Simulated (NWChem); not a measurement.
System: HfH₂Cl₂; SMILES [Cl][HfH2][Cl]

```xyz
5

Hf     0.0000     0.0000    -0.3573
Cl     1.9987     0.0000     0.8421
Cl    -1.9987     0.0000     0.8421
H      0.0000    -1.4669    -1.4536
H      0.0000     1.4669    -1.4536
```
Atoms are numbered in this order, from 1.

Geometry: optimised at PBE0/def2-SVP. def2 effective core potentials on Hf; no spin-orbit coupling.

Symmetry labels are those of C2v in the frame above (b1 and b2, or b-type labels, depend on it).

Q: List the 6 lowest vertical singlet excitations from PBE/def2-SVPD with def2 effective core potentials on Hf, TDA (NWChem).

A: 
```tsv
state	energy (eV)	oscillator strength	symmetry	leading excitation (squared amplitude)
S1	4.12	0.000	b2	HOMO → LUMO (1.00)
S2	4.53	0.001	b1	HOMO → LUMO+1 (0.98)
S3	4.87	0.000	a2	HOMO−1 → LUMO+1 (0.51)
S4	4.96	0.016	a1	HOMO−1 → LUMO (0.95)
S5	5.12	0.000	a2	HOMO → LUMO+2 (0.48)
S6	5.23	0.014	b1	HOMO−2 → LUMO (0.95)
```
